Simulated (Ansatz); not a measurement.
Relaxation of BClH₄SeSi (8 atoms, charge 0, multiplicity 1), to a largest force component of 0.015 eV/Å in at most 40 steps.

Method: Ansatz 0.2.0, RKS revPBE/def2-SVP.

```xyz
8
Properties=species:S:1:pos:R:3
Si -0.021 1.094 -0.319
B 0.518 -0.656 0.115
Cl 1.800 -1.466 -0.905
Se -0.233 -1.617 1.664
H -0.603 1.140 -1.717
H -1.118 1.574 0.610
H 1.097 2.066 -0.238
H -1.347 -2.191 0.734
```

Question: Where does it end, and by what steps?

Answer: The forces met the threshold. The force dipped under the threshold on the way, but the program's further checks kept it going. After 17 steps the energy has fallen by 0.999 eV; H8 moved furthest, 1.21 Å.

```json
{"step": "0", "energy less start (eV)": "0.0000", "largest force component (eV/Å)": "2.492", "accepted": "yes"}
{"step": "1", "energy less start (eV)": "-0.2619", "largest force component (eV/Å)": "1.135", "accepted": "yes"}
{"step": "2", "energy less start (eV)": "-0.3197", "largest force component (eV/Å)": "0.176", "accepted": "yes"}
{"step": "3", "energy less start (eV)": "-0.4023", "largest force component (eV/Å)": "0.475", "accepted": "yes"}
{"step": "4", "energy less start (eV)": "-0.5326", "largest force component (eV/Å)": "0.893", "accepted": "yes"}
{"step": "5", "energy less start (eV)": "-0.6823", "largest force component (eV/Å)": "0.937", "accepted": "yes"}
{"step": "6", "energy less start (eV)": "-0.8549", "largest force component (eV/Å)": "0.485", "accepted": "yes"}
{"step": "7", "energy less start (eV)": "-0.9329", "largest force component (eV/Å)": "0.534", "accepted": "yes"}
{"step": "8", "energy less start (eV)": "-0.9837", "largest force component (eV/Å)": "0.286", "accepted": "yes"}
{"step": "9", "energy less start (eV)": "-0.9194", "largest force component (eV/Å)": "0.646", "accepted": "no"}
{"step": "10", "energy less start (eV)": "-0.9944", "largest force component (eV/Å)": "0.064", "accepted": "yes"}
{"step": "11", "energy less start (eV)": "-0.9970", "largest force component (eV/Å)": "0.012", "accepted": "yes"}
{"step": "12", "energy less start (eV)": "-0.9980", "largest force component (eV/Å)": "0.065", "accepted": "yes"}
{"step": "13", "energy less start (eV)": "-0.9984", "largest force component (eV/Å)": "0.044", "accepted": "yes"}
{"step": "14", "energy less start (eV)": "-0.9990", "largest force component (eV/Å)": "0.004", "accepted": "yes"}
{"step": "15", "energy less start (eV)": "-0.9994", "largest force component (eV/Å)": "0.013", "accepted": "yes"}
{"step": "16", "energy less start (eV)": "-0.9994", "largest force component (eV/Å)": "0.023", "accepted": "yes"}
{"step": "17", "energy less start (eV)": "-0.9995", "largest force component (eV/Å)": "0.009", "accepted": "yes"}
```

```xyz
8
Properties=species:S:1:pos:R:3
Si -0.118 1.026 -0.382
B 0.599 -0.848 -0.041
Cl 2.094 -1.364 -0.858
Se -0.233 -2.156 1.134
H -0.411 1.210 -1.851
H -1.383 1.305 0.392
H 0.914 2.055 0.012
H -1.370 -1.286 1.537
```

The run took 19 s on 2 threads of Intel(R) Xeon(R) Platinum 8559C (Emerald Rapids), on a shared host, peak memory 0.17 GiB.
